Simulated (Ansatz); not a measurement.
```yaml
crystal:
  periodic: [false, false, false]
  atoms:
    - {symbol: N, position_ang: [-0.576130, 0.299234, 1.221242]}
    - {symbol: C, position_ang: [0.281224, 0.087261, 0.127668]}
    - {symbol: F, position_ang: [1.458049, 0.843929, 0.243215]}
    - {symbol: B, position_ang: [0.267718, -1.102899, -0.859964]}
    - {symbol: N, position_ang: [-0.237835, 0.108357, -1.192813]}
    - {symbol: H, position_ang: [-0.678552, 1.287775, 1.425663]}
    - {symbol: H, position_ang: [-0.218720, -0.157938, 2.049039]}
    - {symbol: H, position_ang: [0.477926, -2.199896, -1.245780]}
    - {symbol: H, position_ang: [-0.685179, 0.787875, -1.785371]}
basis:
  gaussian: {orbitals: STO-3G, fitting: {mean_field: def2-universal-jkfit}, final_grid: {core_spheres: 8, valence_spheres: 7, degree: 23}}
hamiltonian: {xc: {name: SPW92}}
multiplicity: 3
```

```sh
$ ansatz run in.yaml --threads 2 --pin off --events-out ev --progress --plain --max-ram 4352MiB
```

(1) How does Ansatz answer? (An estimate is asked.)

Results:

(1) The calculation gave: The input was rejected before any iteration.
```
Error: YAML parse error: error: line 16 column 1: unknown field `multiplicity`, expected one of crystal, accuracy, basis, kpoints, hamiltonian, magnetization, projection, total_charge, correlation, batch, efield, external_charges, scf, relax, neb, saddle, md, ramp, phonons, dielectric, real_time, elastic, magnetic_configurations, gw, evaluate, workflow, output, checkpoint, execution
14 |   gaussian: {orbitals: STO-3G, fitting: {mean_field: def2-univers…
15 | hamiltonian: {xc: {name: SPW92}}
16 | multiplicity: 3
```
